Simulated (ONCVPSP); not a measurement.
What the settings do to the ONCV potential of boron (B)

Base potential:

boron, optimised norm-conserving Vanderbilt (ONCV), made with ONCVPSP 4.0.1 (LDA (Perdew-Zunger), scalar-relativistic). Core [He], reference 2s2 2p1. Waves: 2s: rc 1.25 bohr, ncon 4, nbas 8, qcut 4.8 1/bohr, 2 projectors, debl 2.1 Ha; 2p: rc 2.05 bohr, ncon 5, nbas 9, qcut 3.9 1/bohr, 1 projector. Local part: polynomial inside 1.05 bohr (lpopt 5, dvloc0 0 Ha). Core correction: polynomial model core, fcfact 0.75.

All-electron outer shells of the reference configuration (LDA (Perdew-Zunger), scalar-relativistic, ld1.x):

| shell | level (eV) | outermost node (bohr) | outermost maximum (bohr) |
| --- | --- | --- | --- |
| 1s | -178.66 | – | 0.21 |
| 2s | -9.39 | 0.46 | 1.52 |
| 2p | -3.72 | – | 1.55 |

Cutoffs, loose and tight: the cutoffs (Ha) at which the residual kinetic energy of the hardest occupied pseudo-wave falls to 1 and 0.1 mHa per electron. They do not see the model core or the augmentation charge, which bear on the density cutoff. Test errors are all-electron minus pseudo excitation energies from the reference, over the configurations 2s2 2p0; 2s1 2p0; 2s2 2p0.5; 2s1 2p2. A dash means not determined; rows that change the core or the reference have their own tests.

| change | outcome | cutoff, loose | cutoff, tight | bound ghosts | GHOST(+) flags above zero | largest test error (meV) |
| --- | --- | --- | --- | --- | --- | --- |
| base | generated | 21 Ha | 56 Ha | none | none | +108 |
| p: rc 2.46 | generated | 12 Ha | 50 Ha | none | none | +173 |
| s: rc 1.52 | generated | 21 Ha | 56 Ha | none | none | +104 |
| core correction polynomial model core, fcfact 0.3 | generated | 21 Ha | 56 Ha | none | none | +109 |

(1) What comes out with this change to the base: s: qcut 3.6; p: qcut 2.9?

(2) What comes out with this change to the base: core correction none?

(3) What comes out with this change to the base: reference 2s1.5 2p1.5?

Answers

(1) outcome: generated; cutoff, loose: 51 Ha; cutoff, tight: 100 Ha; bound ghosts: none; GHOST(+) flags above zero: none; largest test error (meV): +140.

(2) outcome: generated; cutoff, loose: 21 Ha; cutoff, tight: 56 Ha; bound ghosts: none; GHOST(+) flags above zero: none; largest test error (meV): +169.

(3) outcome: generated; cutoff, loose: 25 Ha; cutoff, tight: 57 Ha; bound ghosts: none; GHOST(+) flags above zero: none; largest test error (meV): +144.
